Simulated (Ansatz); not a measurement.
Computed with Ansatz on PBE0-D4/def2-TZVP structures; ΔE is electronic, products minus reactants. CCSD(T)/CBS adds triple-zeta CCSD(T) − MP2 to the extrapolated MP2 energy (def2 sets, frozen cores). Functionals use def2-TZVPP. B3LYP here is the variant with VWN-RPA as its local correlation; programs differ in this. For Ge outer-core shells are correlated without core-valence functions, which leaves a few kJ/mol of doubt a bond. Scalar relativity is left out up to krypton. One conformer a species, not always the lowest.

Reaction (substitution at a C–Ge bond): `Cl[SiH2][CH2][GeH3]` + `[SiH3]S` → `[SiH3]SC[SiH2]Cl` + GeH₄

```csv
level,ΔE (kJ/mol),difference from CCSD(T)/CBS
PBE-D4,46.2,-10.2
r2SCAN-D4,52.8,-3.6
PBE0-D4,50.1,-6.3
B3LYP-D4,46.3,-10.1
ωB97X-V,51.7,-4.7
ωB97M-V,52.2,-4.2
B2PLYP,56.7,0.3
PBE,52.4,-4.0
r2SCAN,54.5,-1.9
PBE0,55.8,-0.6
B3LYP,56.3,-0.1
HF/def2-TZVPP,62.3,5.9
MP2/def2-TZVPP,59.3,2.9
SCS-MP2/def2-TZVPP,58.6,2.2
CCSD/def2-TZVPP,61.3,4.9
CCSD(T)/def2-TZVPP,58.8,2.4
HF/def2-QZVPP,61.7,5.3
MP2/def2-QZVPP,57.7,1.3
SCS-MP2/def2-QZVPP,57.2,0.8
HF/CBS(def2),61.6,5.2
MP2/CBS(def2),56.8,0.4
CCSD/CBS(def2),58.8,2.4
CCSD(T)/CBS,56.4,0
```

Largest T1 diagnostic among the species: 0.012.

From PBE to PBE0 (25 % exact exchange), in def2-TZVPP and without D4, ΔE moves by +3.4 kJ/mol. The D4 term adds −10.0 kJ/mol with B3LYP and −5.6 kJ/mol with PBE0; it sums over pairs of atoms, weighted by their polarisabilities, and B3LYP, whose exchange is more repulsive, gets the larger term. In def2-TZVPP, CCSD(T) changes the Hartree–Fock value by −3.5 kJ/mol (the triples alone add −2.5 kJ/mol) and MP2 by −3.0 kJ/mol.

CCSD(T)/CBS has its own doubt, a few kJ/mol and more with outer-core shells, so smaller differences from it don't rank the levels.
